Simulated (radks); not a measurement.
All-electron atom: Cd3+ in [Ar] 3d10 4s1.5 4p6 4d9.5 (fractional occupations, a model configuration). Calculated with a radial shooting solver on a logarithmic mesh with Libxc functionals: Dirac Kohn-Sham, PBE, spin-unpolarised, spherical densities, finite nucleus; open shells fill j = l - 1/2 first; Fermi nuclear charge, rms radius 4.6087 fm.

Normalised radial functions P(r) = r R(r) (large component), r in bohr:

| r | 4d5/2 |
|---|---|
| 0.004356 | 0.0001 |
| 0.00671 | 0.0003 |
| 0.01025 | 0.0011 |
| 0.01567 | 0.0034 |
| 0.02413 | 0.0110 |
| 0.03688 | 0.0321 |
| 0.0568 | 0.0867 |
| 0.0868 | 0.1999 |
| 0.1337 | 0.3777 |
| 0.2043 | 0.5076 |
| 0.3122 | 0.3520 |
| 0.4809 | -0.2286 |
| 0.7348 | -0.8473 |
| 1.132 | -0.9473 |
| 1.73 | -0.5705 |
| 2.664 | -0.1818 |
| 4.071 | -0.0245 |
| 6.221 | -0.0008 |

4d5/2: eigenvalue -46.131 eV, 1 radial node at r = 0.417 bohr, <r> = 1.20 bohr, 90 % of the charge inside 1.86 bohr.
